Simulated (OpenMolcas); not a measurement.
**B⁺: input and output**

Input:

```
&GATEWAY
Coord
1

B 0.0 0.0 0.0
Basis=ANO-L-VDZP
Group=XYZ
NoMove
AngMom=0.0 0.0 0.0
AMFI
&SEWARD
* reference wave functions (RASSCF and RASSI steps not shown): 2 electrons in 4 orbitals (2s 2p)
>>> COPY JOB001 $Project.JobIph
&CASPT2
XMultistate=3 1 2 3
Frozen=0 0
IPEA=0.4
Imaginary=0.3
MaxIter=60
WThr=0.0 0.3 0.05
PrWF=0.5
NoMix
>>> COPY JOB002 $Project.JobIph
&CASPT2
XMultistate=7 1 2 3 4 5 6 7
Frozen=0 0
IPEA=0.4
Imaginary=0.3
MaxIter=60
WThr=0.0 0.3 0.05
PrWF=0.5
NoMix
>>> COPY JOB003 $Project.JobIph
&CASPT2
XMultistate=3 1 2 3
Frozen=0 0
IPEA=0.4
Imaginary=0.3
MaxIter=60
WThr=0.0 0.3 0.05
PrWF=0.5
NoMix
...
```

Launched by
```bash
OMP_NUM_THREADS=1 MOLCAS_MEM=2252 MOLCAS_PROJECT=a pymolcas a.inp > a.log  # once for each step of the input, in one work folder
```

Output, cut to the results:

```
--- CASPT2 ---
Orbital specifications:
      -----------------------

      Symmetry species                           1   2
                                                ag  au
      Frozen orbitals                            0   0
      Inactive orbitals                          1   0
      Active orbitals                            1   3
      Secondary orbitals                         6   3
      Deleted orbitals                           0   0
      Number of basis functions                  8   6
Type of calculation                        XMS-CASPT2
      Fock operator                              state-average
      IPEA shift                                 0.40
      Real shift                                 0.00
      Imaginary shift                            0.30
      The input orbitals will be transformed to quasi-canonical
      The input states will be rotated to diagonalize the Fock operator
Reference energy:         -23.8264548005
      E2 (Non-variational):      -0.0040085154
      Shift correction:          -0.0001364332
      E2 (Variational):          -0.0041449486
      Total energy:             -23.8305997491
      Residual norm:              0.0000000057
      Reference weight:           0.99781
      Contributions to the CASPT2 correlation energy
      Active & Virtual Only:         -0.0031304735
      One Inactive Excited:          -0.0004607377
      Two Inactive Excited:          -0.0004173042
Reference energy:         -23.8264548005
      E2 (Non-variational):      -0.0040085167
      Shift correction:          -0.0001364333
      E2 (Variational):          -0.0041449500
      Total energy:             -23.8305997505
      Residual norm:              0.0000000057
      Reference weight:           0.99781
      Contributions to the CASPT2 correlation energy
      Active & Virtual Only:         -0.0031304748
      One Inactive Excited:          -0.0004607377
      Two Inactive Excited:          -0.0004173042
::    XMS-CASPT2 Root  1     Total energy:    -23.83059975
::    XMS-CASPT2 Root  2     Total energy:    -23.83059975
::    XMS-CASPT2 Root  3     Total energy:    -23.83028472
--- CASPT2 ---
Orbital specifications:
      -----------------------

      Symmetry species                           1   2
                                                ag  au
      Frozen orbitals                            0   0
      Inactive orbitals                          1   0
      Active orbitals                            1   3
      Secondary orbitals                         6   3
      Deleted orbitals                           0   0
      Number of basis functions                  8   6
Type of calculation                        XMS-CASPT2
      Fock operator                              state-average
      IPEA shift                                 0.40
      Real shift                                 0.00
      Imaginary shift                            0.30
      The input orbitals will be transformed to quasi-canonical
      The input states will be rotated to diagonalize the Fock operator
Reference energy:         -24.2774822291
      E2 (Non-variational):      -0.0161074086
      Shift correction:          -0.0017844829
      E2 (Variational):          -0.0178918915
      Total energy:             -24.2953741206
      Residual norm:              0.0000000219
      Reference weight:           0.98431
      Contributions to the CASPT2 correlation energy
      Active & Virtual Only:         -0.0155088028
      One Inactive Excited:          -0.0004426257
      Two Inactive Excited:          -0.0001559801
Reference energy:         -23.7730341349
      E2 (Non-variational):      -0.0272629217
      Shift correction:          -0.0064959839
      E2 (Variational):          -0.0337589056
      Total energy:             -23.8067930405
      Residual norm:              0.0000009572
      Reference weight:           0.96454
      Contributions to the CASPT2 correlation energy
      Active & Virtual Only:         -0.0266300889
      One Inactive Excited:          -0.0002127809
      Two Inactive Excited:          -0.0004200519
::    XMS-CASPT2 Root  1     Total energy:    -24.29477215
::    XMS-CASPT2 Root  2     Total energy:    -23.80684470
::    XMS-CASPT2 Root  3     Total energy:    -23.80654519
::    XMS-CASPT2 Root  4     Total energy:    -23.80585129
::    XMS-CASPT2 Root  5     Total energy:    -23.80548093
::    XMS-CASPT2 Root  6     Total energy:    -23.80548091
::    XMS-CASPT2 Root  7     Total energy:    -23.67020989
--- CASPT2 ---
Orbital specifications:
      -----------------------

      Symmetry species                           1   2
                                                ag  au
      Frozen orbitals                            0   0
      Inactive orbitals                          1   0
      Active orbitals                            1   3
      Secondary orbitals                         6   3
      Deleted orbitals                           0   0
      Number of basis functions                  8   6
Type of calculation                        XMS-CASPT2
      Fock operator                              state-average
      IPEA shift                                 0.40
      Real shift                                 0.00
      Imaginary shift                            0.30
      The input orbitals will be transformed to quasi-canonical
      The input states will be rotated to diagonalize the Fock operator
Reference energy:         -24.1146858443
      E2 (Non-variational):      -0.0040773502
      Shift correction:          -0.0002478508
      E2 (Variational):          -0.0043252010
      Total energy:             -24.1190110454
      Residual norm:              0.0000001591
      Reference weight:           0.99693
      Contributions to the CASPT2 correlation energy
      Active & Virtual Only:         -0.0036396591
      One Inactive Excited:          -0.0002540139
      Two Inactive Excited:          -0.0001836772
...
```

In XMS-CASPT2 the single-state energies belong to rotated reference states; over a whole degenerate manifold the rotation is arbitrary, and only the multistate roots count.

Levels above the lowest, from the spin-orbit matrix with the multistate effective Hamiltonian, averaged by term, added to it:

| Configuration | Term | J | E (cm⁻¹) | Measured (cm⁻¹) | g | Term weight % |
| --- | --- | --- | --- | --- | --- | --- |
| 2s² | ¹S | 0 | 0.0 | 0.0 |  | 100 |
| 2s 2p | ³P° | 0 | 38530 | 37336 |  | 100 |
| 2s 2p | ³P° | 1 | 38540 | 37342 | 1.501 | 100 |
| 2s 2p | ³P° | 2 | 38550 | 37358 | 1.501 | 100 |
| 2s 2p | ¹P° | 1 | 78800 | 73397 | 1.000 | 100 |
| 2p² | ³P | 0 | 101890 | 98911 |  | 100 |
| 2p² | ³P | 1 | 101890 | 98920 | 1.501 | 100 |
| 2p² | ³P | 2 | 101900 | 98933 | 1.501 | 100 |
| 2p² | ¹D | 2 | 107260 | 102363 | 1.000 | 100 |
| 2p² | ¹S | 0 | 137070 | 127661 |  | 100 |

Against the 9 measured excited levels shown (NIST Handbook of Basic Atomic Spectroscopic Data) the mean absolute deviation is 3600 cm-1; the largest miss in energy is 2p² ¹S₀: computed 137070, measured 127661 cm⁻¹ (+7.4 %).

CASPT2 breaks the degeneracy within a term, and the mean is taken; among the terms shown or strongly mixed into the levels shown the widest spread is 300 cm-1 (2p² ¹D). Terms from blocks run as CI alone lack orbitals of their own. Measured partners are found by configuration, term and J. A level has none where our copy of the source lacks it or the pairing is in doubt (some pairs that miss far off the trend of their configuration count as doubtful), and it then counts in no deviation. Only configurations of the active space appear.

The CASPT2 steps took 1.6 s on 1 thread of Arm Neoverse V1, with other jobs on the host; the integral step is not counted.

The term weight is that of the spin-free term in the level, not the purity of its configuration. ° marks odd parity.
